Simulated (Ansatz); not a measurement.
`[SiH3][B]1[AlH][S]1` at its PBE0-D4/def2-TZVP geometry, where that method's forces vanish. Total charge 0; spin multiplicity 1.

```xyz
8

Si    1.2916    0.2707   -0.8972
B    -0.3533   -0.1797    0.1306
Al   -1.7316   -0.0102    1.5863
S    -1.6039   -1.4465   -0.0938
H     1.2032    1.6787   -1.3781
H     2.4766    0.1770    0.0020
H     1.5268   -0.6119   -2.0745
H    -2.8093    0.1220    2.7247
```

Q: What forces (eV/Å) does r2SCAN-D4/def2-TZVPP give on these atoms in Ansatz 0.2.0? (Best estimate.)

A: Computed: 
```
Si1 -0.015 -0.017 -0.004
B2   0.139  0.101 -0.020
Al3 -0.027  0.045  0.075
S4  -0.100 -0.120 -0.038
H5   0.010 -0.022  0.009
H6  -0.016  0.008 -0.019
H7   0.009  0.020  0.013
H8  -0.001 -0.015 -0.016
```
